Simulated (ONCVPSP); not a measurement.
**Pseudopotentials across the periodic table**

Generated with ld1.x 7.5 (TM, RRKJ, ultrasoft, PAW), atompaw 4.2 or ONCVPSP 4.0.1. The cutoff is in Ry: for ld1.x and atompaw files where the sum of valence levels is converged to 10 mRy in a Bessel basis, for ONCV files where the hardest occupied wave has 1 mHa per electron of residual kinetic energy. The error is the largest all-electron minus pseudo excitation energy over each file’s own four to seven test configurations (ionisations up to +4, promotions, holes and added fractions of an electron), all of which were solved. The labels leave out finer settings (local radius, basis sizes, second energies), which also bear on the numbers. Spin-polarised tests are not counted. The rows are a selection from randomly drawn settings: files with unsolved tests, undetermined cutoffs or missed reference levels are left out.

A true bound ghost makes a file unfit for plane-wave use even where its test errors are small: the radial tests pick states by their node count and pass the ghost by.

```tsv
element	potential	cutoff (Ry)	largest error (meV)	bound ghosts
Mo	ONCV, PBE, scalar-relativistic, rc 1.65/1.55/2.05 (spd), local smoothed, core correction yes, reference 4s2 4p6 4d5, qcut 9.3/7.6/7.7, projectors 2/2/1	52	-74	none
Gd	ONCV, PBE, scalar-relativistic, rc 2.55/2.15/2.05/1.30 (spdf), local smoothed, core correction no, reference 4f7 5s2 5p6 5d1 6s1.5 6p0.5, qcut 5.3/7.3/4.8/15.1, projectors 2/3/1/2	174	-34	s
```

Task: Fill in the row for Gd: ONCV, PBE, fully relativistic, rc 2.35/1.75/1.10/1.35 (spdf), local smoothed, core correction yes, reference 4d10 4f7 5s2 5p6 5d1.5 6s1.5, qcut 5.3/4.6/16/12.1, projectors 2/2/2/2.

Result: cutoff 184 Ry, largest error +2.3 meV, bound ghosts: s.

Task: Fill in the row for Hg: ONCV, PBE, fully relativistic, rc 1.45/1.45/2.20/0.65 (spdf), local smoothed, core correction no, reference 4f14 5s2 5p6 5d10 6s1, qcut 9.8/10.6/7.4/30, projectors 2/2/2/2.

Result: cutoff 699 Ry, largest error +65 meV, bound ghosts: s, p3/2, d5/2.

Task: Fill in the row for Li: ONCV, PW91, scalar-relativistic, rc 1.15/0.90/1.00 (spd), local smoothed, core correction no, reference 1s2 2s1, qcut 12.3/8.5/8.3, projectors 3/1/1.

Result: cutoff 93 Ry, largest error +710 meV, bound ghosts: none.
